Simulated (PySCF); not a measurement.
# Computed records: CH5BOSi

Calculation on a computer-drawn molecule: the log of a Hartree-Fock and frozen-core CCSD(T) single point meant for a local Hartree-Fock minimum, with one planted fault or none, to be diagnosed. Offsets are logged minus clean, where the clean run is the same molecule without the fault. The reference is restricted for singlets and unrestricted otherwise, and also for a bond in bohr or an excited solution. Adding or removing an electron swaps singlet and doublet. The excited solution moves the top pair (singlet) or top alpha electron (doublet) to the lowest empty orbital. Highest occupied and lowest empty are orbital energies over both spins, largest force is the largest gradient component, triples share is (T) over the correlation energy, the T1 limit is 0.02 restricted and 0.045 unrestricted, electrons count all cores, a negative frequency is imaginary (commonest isotopes), and the dipole is about the centre of nuclear charge. Program: PySCF 2.14.0.

### CH5BOSi

Logged structure:
```xyz
9
CH5BOSi
B      0.1545     2.4305     1.2911
Si    -0.2091     0.4063     1.3997
O      0.6786     0.0691     0.0360
C      0.8848    -1.2006    -0.5284
H      1.1018     2.9359     1.8367
H     -0.5737     3.1751     0.6862
H      0.5034    -1.2082    -1.5502
H      0.3799    -1.9842     0.0442
H      1.9538    -1.4152    -0.5547
```

- meant charge: 0
- meant multiplicity: 1
- meant basis: cc-pV(D+d)Z
- logged electrons: 37
- logged basis functions: 90
- logged SCF converged: yes
- logged spin squared: 0.7803
- logged highest occupied: -16.614 eV
- logged lowest empty: -6.1124 eV
- logged largest force: 0.05701 hartree/bohr
- logged T1 diagnostic: 0.02397
- logged D1 diagnostic: 0.088025
- logged triples share: 0.029547
- logged CC converged: yes
- logged dipole magnitude: 3.2595 debye
- logged SCF stable within its kind: yes
- logged energy HF: -428.94932 hartree
- logged energy CCSD(T): -429.47796 hartree
- possible faults: no fault, one electron removed, one electron added, multiplicity raised by two, geometry at a saddle point, SCF held on an excited solution, minimal basis STO-3G, one bond length entered in bohr, all coordinates scaled
- planted fault: one electron removed
- HF energy offset from clean run: 163.5 kcal/mol
- CCSD(T) energy offset from clean run: 179.7 kcal/mol

Drawn bonds:
```tsv
atom	other atom	order
1	2	1
2	3	1
3	4	1
1	5	1
1	6	1
4	7	1
4	8	1
4	9	1
```
